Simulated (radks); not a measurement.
The numbers below are computed, except where a source is named.
Problem. Ionisation of Cl, [Ne] 3s2 3p5, to Cl+, [Ne] 3s2 3p4, under several functionals. Non-relativistic Kohn-Sham, spin-polarised, spherical densities, point nucleus; open shells are filled with parallel spins first; a radial shooting solver on a logarithmic mesh with Libxc functionals. The NIST Atomic Spectra Database gives 12.968 eV (measured). Rank these functionals by the error of their Delta-SCF ionisation energy: HCTH/407; exchange-only r2SCAN; exchange-only LDA; BLYP; exchange-only B88; B86b exchange with PBE correlation; SCAN; LDA (Slater exchange, Perdew-Zunger correlation); RPBE; OLYP; TASK exchange with Perdew-Wang LDA correlation; TPSS.

Solution. From best to worst: BLYP 12.963 eV (-0.005); OLYP 12.937 eV (-0.030); RPBE 13.026 eV (+0.058); TPSS 13.079 eV (+0.111); B86b exchange with PBE correlation 13.089 eV (+0.121); SCAN 13.137 eV (+0.170); HCTH/407 13.144 eV (+0.177); LDA (Slater exchange, Perdew-Zunger correlation) 13.293 eV (+0.325); TASK exchange with Perdew-Wang LDA correlation 13.434 eV (+0.467); exchange-only r2SCAN 12.057 eV (-0.910); exchange-only B88 11.931 eV (-1.036); exchange-only LDA 11.712 eV (-1.256). Open shells are spherical and high-spin; term and fine-structure splittings are not resolved.
